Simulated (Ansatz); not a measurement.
Consider the hydrogenolysis of the Al–O bond: `[AlH2][O][GaH2]` + H₂ → `[AlH3]` + `[OH][GaH2]`.

Gas-phase electronic energies from Ansatz, PBE0-D4/def2-TZVP geometries. CCSD(T)/CBS is the MP2 limit (def2-TZVPP, def2-QZVPP) plus CCSD(T) − MP2 in def2-TZVPP, frozen cores. This one scheme is used for every species. Functionals use def2-TZVPP. B3LYP here is the variant with VWN-RPA as its local correlation; programs differ in this. HSE06 is defined as in plane-wave codes. For Ga outer-core shells are correlated without core-valence functions, which leaves a few kJ/mol of doubt a bond. Scalar relativity is left out up to krypton.

```tsv
level	ΔE (kcal/mol)	difference from CCSD(T)/CBS
LDA (SPW92)	31.0	-2.0
PBE-D4	30.9	-2.1
B97M-V	30.7	-2.3
B3LYP-D4	33.2	0.2
r2SCAN0-D4	33.3	0.3
HSE06-D4	30.9	-2.1
PBE	30.0	-3.0
r2SCAN	33.6	0.6
B3LYP	31.8	-1.2
HSE06	30.1	-2.9
RPA@PBE/def2-TZVPP	31.8	-1.2
CCSD/def2-SVP	32.5	-0.5
CCSD(T)/def2-SVP	32.8	-0.2
HF/def2-TZVPP	31.2	-1.8
MP2/def2-TZVPP	35.1	2.1
CCSD(T)/def2-TZVPP	33.1	0.1
CCSD(T)/CBS	33.0	0
```

Largest T1 diagnostic among the species: 0.015.

The D4 term adds +1.4 kcal/mol with B3LYP and +0.8 kcal/mol with PBE0; it sums over pairs of atoms, weighted by their polarisabilities, and B3LYP, whose exchange is more repulsive, gets the larger term. Leaving LDA and LC-ωPBE aside and taking each functional with its dispersion term where it has one, the values, not all of them listed here, spread over 3.1 kcal/mol, from B97M-V to r2SCAN-D4. LDA lies +1.0 kcal/mol from PBE without D4.
